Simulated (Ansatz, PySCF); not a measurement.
Molecule: CHS, net charge 0, doublet state. It need not be the lowest isomer of its formula. 
Coordinates optimised at B3LYP-D3(BJ)/def2-TZVP (Ansatz, an electronic-structure program):
```
C
H 1 1.0885
S 1 1.5568 2 132.52
```
Charge 0, spin multiplicity 2.

Total electronic energies in hartree. Valence correlation only, unless marked. UHF or UKS for open shells. Spin-orbit coupling is left out. No relativistic terms. Basis-set limits of correlation are two-point, X^-3; Hartree-Fock from the larger set.

The UHF reference is spin-contaminated (<S^2> 0.25 over the pure value in the largest basis). The T1 diagnostic of CCSD in the largest basis is 0.060, which is high, so the coupled-cluster rows are less sure than usual.

```tsv
level	program	energy (Eh)
HF/def2-SVPD	Ansatz	-435.75108
RI-HF/cc-pV(T+d)Z	Ansatz	-435.93570
RI-HF/cc-pV(Q+d)Z	Ansatz	-435.94193
PBE-D4/def2-TZVPD	Ansatz + dftd4	-436.61619
PBE0/def2-TZVPD	Ansatz	-436.64481
MN15-D3(BJ)/def2-TZVPD	PySCF + dftd3	-436.67096
wB97X-V/def2-TZVPD	Ansatz	-436.75591
B2GP-PLYP-D3(BJ)/def2-TZVPD	Ansatz + dftd3	-436.61989
MP2/6-31G*	Ansatz	-436.09756
MP2/cc-pVTZ	Ansatz	-436.22308
MP2/def2-QZVPP	Ansatz	-436.25552
RI-MP2/def2-TZVPPD	Ansatz	-436.22146
CCSD/STO-3G	Ansatz	-431.15914
CCSD/aug-cc-pV(D+d)Z	Ansatz	-436.19375
CCSD/cc-pwCVTZ	Ansatz	-436.26682
CCSD(T)/def2-SVP	Ansatz	-436.01644
CCSD(T)/def2-SVPD	Ansatz	-436.03807
CCSD(T)/aug-cc-pV(T+d)Z	Ansatz	-436.28732
CCSD(T)/cc-pVTZ	Ansatz	-436.27728
CCSD(T)/def2-QZVPP	Ansatz	-436.30916
CCSDT(Q)/cc-pV(D+d)Z	Ansatz	-436.19174
CCSDT/cc-pV(D+d)Z	Ansatz	-436.19068
CCSD(T)/CBS(aug-cc-pV(T+d)Z,aug-cc-pV(Q+d)Z)	Ansatz	-436.3237
```

Totals of different functionals don't rank their quality; only differences between species are comparable.
